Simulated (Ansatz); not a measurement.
Molecule: C2H7ClOSi2, net charge 0, singlet state. 
Geometry from a B3LYP-D3(BJ)/def2-TZVP (Ansatz, a quantum-chemistry and plane-wave program) optimisation:
SMILES: C=C(Cl)[SiH2]O[SiH3]
```xyz
13

C     -2.5977    -0.4263     0.6081
C     -1.4175    -0.3683     0.0058
Cl    -1.1975     0.6659    -1.4069
Si     0.1228    -1.3068     0.4982
O      1.3497    -0.2703     0.7757
Si     2.1784     1.0549     0.2696
H     -3.4614     0.1310     0.2670
H     -2.7193    -1.0553     1.4817
H     -0.1794    -2.0490     1.7397
H      0.4875    -2.2307    -0.5968
H      3.4197     1.1377     1.0690
H      2.5177     0.9299    -1.1656
H      1.3676     2.2730     0.4834
```

Basis-set convergence of Hartree-Fock and CCSD(T) correlation energies (hartree) with Ansatz. Correlated levels leave the core frozen unless marked. No spin-orbit coupling. No relativistic terms.

```tsv
basis	functions	E(HF)	E(corr, CCSD(T))
cc-pV(D+d)Z	146	-1192.12889	-0.87717
cc-pV(T+d)Z	305	-1192.22874	-1.09612
cc-pV(Q+d)Z	567	-1192.25191	-1.16841
```

Extrapolating the two largest sets (X = 3 and 4) as X^-3: E(corr) = (64·(-1.16841) - 27·(-1.09612))/37 = -1.2212 Eh, an estimate of the basis-set limit. The largest set recovers 95.7 % of it, the smallest 71.8 %.
